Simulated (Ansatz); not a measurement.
Reaction (redistribution): `CB[Se]C` + `[CH3][Ge]([F])([SiH3])[Cl]` → `C[Se][Ge]([CH3])([F])[Cl]` + `CB[SiH3]`

Gas-phase electronic energies from Ansatz, PBE0-D4/def2-TZVP geometries. CCSD(T)/CBS is the MP2 limit (def2-TZVPP, def2-QZVPP) plus CCSD(T) − MP2 in def2-TZVPP, frozen cores. Functionals use def2-TZVPP. B3LYP here is the variant with VWN-RPA as its local correlation; programs differ in this. HSE06 is defined as in plane-wave codes. For Ge, Se outer-core shells are correlated without core-valence functions, which leaves a few kJ/mol of doubt a bond. Scalar relativity is left out up to krypton. One conformer a species, not always the lowest.

```tsv
level	ΔE (kJ/mol)	difference from CCSD(T)/CBS
PBE-D4	72.6	1.2
revPBE-D4	69.5	-1.9
BLYP-D4	67.7	-3.7
r2SCAN-D4	71.1	-0.3
B97M-V	68.3	-3.1
PBE0-D4	69.9	-1.5
B3LYP-D4	66.8	-4.6
r2SCANh-D4	70.5	-0.9
r2SCAN0-D4	69.6	-1.8
HSE06-D4	69.9	-1.5
BHLYP-D4	63.6	-7.8
CAM-B3LYP-D4	67.8	-3.6
ωB97X-V	65.9	-5.5
ωB97M-V	67.8	-3.6
B2PLYP	71.3	-0.1
PBE	75.3	3.9
revPBE	74.1	2.7
BLYP	72.9	1.5
r2SCAN	71.9	0.5
PBE0	72.4	1.0
r2SCANh	71.4	0.0
r2SCAN0	70.6	-0.8
HSE06	72.4	1.0
BHLYP	67.7	-3.7
CAM-B3LYP	70.5	-0.9
LC-ωPBE	70.4	-1.0
RPA@PBE/def2-TZVPP	71.4	0.0
HF/def2-SVP	61.3	-10.1
MP2/def2-SVP	70.3	-1.1
CCSD/def2-SVP	67.8	-3.6
CCSD(T)/def2-SVP	70.0	-1.4
MP2/def2-TZVPP	72.2	0.8
SCS-MP2/def2-TZVPP	69.1	-2.3
CCSD/def2-TZVPP	68.9	-2.5
CCSD(T)/def2-TZVPP	70.8	-0.6
HF/def2-QZVPP	59.6	-11.8
MP2/def2-QZVPP	72.6	1.2
SCS-MP2/def2-QZVPP	69.6	-1.8
HF/CBS(def2)	59.6	-11.8
CCSD/CBS(def2)	69.6	-1.8
CCSD(T)/CBS	71.4	0
```

Largest T1 diagnostic among the species: 0.012.

The D4 term adds −4.3 kJ/mol with B3LYP and −2.5 kJ/mol with PBE0; it sums over pairs of atoms, weighted by their polarisabilities, and B3LYP, whose exchange is more repulsive, gets the larger term. From BLYP to BHLYP (50 % exact exchange), in def2-TZVPP and without D4, ΔE moves by −5.2 kJ/mol.

CCSD(T)/CBS has its own doubt, a few kJ/mol and more with outer-core shells, so smaller differences from it don't rank the levels.
